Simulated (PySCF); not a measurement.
Vertical excitations of a molecule CH6ClNSi from TDA-PBE/def2-SVPD run with PySCF, as energy in eV (oscillator strength): 6.28 (0.043), 6.72 (0.001), 6.86 (0.012), 6.98 (0.071), 7.28 (0.004), 7.33 (0.073), 7.41 (0.009), 7.54 (0.059), 7.78 (0.001), 7.92 (0.006). Lowest triplet (TDA): 5.96 eV. Geometry optimised at B3LYP-D3(BJ)/def2-SVP. The values are those of a single conformer.

Task: Which structure fits?
A) C[SiH](N)Cl
B) CN[SiH2]Cl
C) NC[SiH2]Cl

Result: A, C[SiH](N)Cl
